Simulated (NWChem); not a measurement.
C2BrCl2F; SMILES ClC(=C(Br)F)Cl

```xyz
6

F     -1.9675     0.0450     0.0000
C     -0.6547     0.1147     0.0000
Br     0.0179     1.8487     0.0000
C      0.0987    -0.9983     0.0000
Cl    -0.6540    -2.5398     0.0000
Cl     1.8079    -0.9681     0.0000
```
Atoms are numbered in this order, from 1.

Program: NWChem. All runs use the structure optimised with PBE0/def2-SVP. Level: PBE/def2-SVP with SMD (1 M gas to 1 M solution), gas-phase geometry.

Problem. Among these, which solvent gives the highest value of “solvation free energy (kcal/mol)”?
(A) dichloromethane
(B) cyclohexane
(C) water
(D) chlorobenzene

Solution. C, water. Values: dichloromethane -3.1; chlorobenzene -3.0; cyclohexane -2.7; water 1.9
